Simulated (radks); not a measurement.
Species: Si2+. Configuration: [Ne] 3s1.75 3d0.25 (fractional occupations, a model configuration). Calculated with a radial shooting solver on a logarithmic mesh with Libxc functionals: scalar-relativistic Kohn-Sham, revPBE, spin-unpolarised, spherical densities, finite nucleus; Fermi nuclear charge, rms radius 3.1224 fm. Some entries of the table are withheld. Estimate them.

| orbital | occ. | eigenvalue (hartree) | r(max) (bohr) |
|---|---|---|---|
| 1s | 2 | -66.50000 | (1) |
| 2s | 2 | -5.95524 | (2) |
| 2p | 6 | (3) | 0.3876 |
| 3s | 1.75 | (4) | (5) |
| 3d | 0.25 | -0.40813 | 2.432 |

Answer. 
(1) 1s r(max) (bohr): 0.07259
(2) 2s r(max) (bohr): 0.4540
(3) 2p eigenvalue (hartree): -4.33709
(4) 3s eigenvalue (hartree): -1.06694
(5) 3s r(max) (bohr): 1.695
